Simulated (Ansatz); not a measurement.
GeH₇NSi₂, SMILES [NH]1[SiH2][SiH2][GeH2]1.

Geometry: PBE0-D3(BJ)/def2-SVP. The structure was generated by enumeration, and PubChem lists no compound with its InChIKey, so it may never have been made.

Two levels are set side by side: PBE/def2-SVPD (Ansatz, a quantum-chemistry and plane-wave program) and CAM-B3LYP/def2-SVPD (Ansatz). Energy differences of separate SCF runs at the same geometry; the states with an electron removed or added have multiplicity 2 and 2. Differences are taken from unrounded values.

| quantity | CAM-B3LYP | PBE | PBE minus CAM-B3LYP |
|---|---|---|---|
| vertical ionisation energy (eV) | 9.10 | 8.75 | -0.36 |
| vertical singlet–triplet gap (eV) | 5.25 | 4.52 | -0.73 |
